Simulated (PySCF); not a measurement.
Pt(OH)3 (H₃O₃Pt), SMILES [Pt]([OH])([OH])[OH] (connectivity only; charge and spin as stated), neutral, multiplicity 4.

Geometry optimised at B3LYP-D3(BJ)/def2-SVP. The spin state was assumed, not searched. The def2 effective core potentials stand for the cores of Pt; spin–orbit coupling is left out. The values are those of a single conformer.

All values below come from PBE/def2-TZVPD in PySCF.

Gas-phase values at a fixed geometry.

```json
{
  "total_energy": "-346.68057 hartree",
  "point_group": "Cs",
  "α spin, highest occupied and lowest empty level": "-5.50 and -1.66 eV",
  "β spin, highest occupied and lowest empty level": "-6.62 and -5.26 eV",
  "dipole_moment": "3.23 D",
  "quadrupole, principal values (traceless, Buckingham form, about the centre of nuclear charge)": "-4.81, -1.35, 6.16 D·Å",
  "mean_static_polarisability": "66.8 bohr³ (9.89 Å³)",
  "polarisability_principal_values": "42.8, 74.7, 82.8 bohr³",
  "⟨S²⟩": "3.755 (pure state 3.75)"
}
```
